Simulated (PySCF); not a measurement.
Mayer bond orders and bond lengths

Species: C₇H₁₃N.
SMILES with atom numbers: `[NH2:1][CH2:2][C@H:3]1[C@@H:4]2[CH2:5][CH2:6][C@H:7]1[CH2:8]2` (hydrogens: H9, H10 on N1; H11, H12 on C2; H13 on C3; H14 on C4; H15, H16 on C5; H17, H18 on C6; H19 on C7; H20, H21 on C8)

Geometry (GFN2-xTB, Å), atoms numbered from 1 in this order:
```
atom  x, y, z in Å
N1     2.542    0.229   -1.390
C2     1.958    0.125   -0.063
C3     0.508   -0.358   -0.053
C4    -0.227   -0.386    1.303
C5    -1.559   -1.026    0.905
C6    -1.839   -0.218   -0.385
C7    -0.594    0.671   -0.384
C8    -0.537    1.103    1.088
H9     2.007    0.884   -1.952
H10    2.508   -0.671   -1.859
H11    2.055    1.105    0.406
H12    2.569   -0.581    0.509
H13    0.454   -1.291   -0.624
H14    0.254   -0.751    2.206
H15   -1.463   -2.095    0.717
H16   -2.328   -0.878    1.664
H17   -2.758    0.365   -0.320
H18   -1.896   -0.850   -1.272
H19   -0.494    1.387   -1.197
H20   -1.457    1.485    1.527
H21    0.287    1.767    1.328
```

Bond orders from the PBE0/pcSseg-1 density (PySCF). Geometry: GFN2-xTB, one conformer, isolated molecule.

Problem. Where do the orders between heavy atoms depart from those drawn in the SMILES?

Solution. The largest departure is 0.112, at C3–C4 (drawn single, 0.888).

Problem. Set the Mayer orders of the bonds between heavy atoms beside their lengths.

Solution. 
| bond | drawn as | length (Å) | Mayer order |
| --- | --- | --- | --- |
| N1–C2 | single | 1.454 | 1.028 |
| C2–C3 | single | 1.529 | 1.011 |
| C3–C4 | single | 1.542 | 0.888 |
| C4–C5 | single | 1.530 | 1.023 |
| C5–C6 | single | 1.548 | 0.989 |
| C6–C7 | single | 1.530 | 1.026 |
| C7–C8 | single | 1.536 | 0.933 |
| C7–C3 | single | 1.544 | 0.896 |
| C8–C4 | single | 1.536 | 0.931 |

By pair of heavy elements: C–C: lowest C3–C4 (0.888, 1.542 Å), highest C6–C7 and C4–C5 (1.026, 1.530 Å); in 4 of the 28 pairs the longer bond (by over 0.003 Å) has the higher order (by 0.02 or more). Bonds named together lie within 0.004.

Problem. And the bonds to hydrogen?

Solution. H–N: 0.96 (2 bonds); C–H: 0.94 to 0.99 (11 bonds).

Problem. Sum the orders of all bonds at each heavy atom with more than one neighbour and set the sums beside the valence in the SMILES.

Solution. N1 2.948 (drawn 3), C2 3.933 (drawn 4), C3 3.744 (drawn 4), C4 3.830 (drawn 4), C5 3.922 (drawn 4), C6 3.926 (drawn 4), C7 3.838 (drawn 4), C8 3.784 (drawn 4). Orders between atoms that aren't bonded are not in these sums.

Mayer orders depend on the basis set.

These values come from a run that also computed NMR shieldings. The run took 47 s wall on one thread of an x86-64 server (shared host).
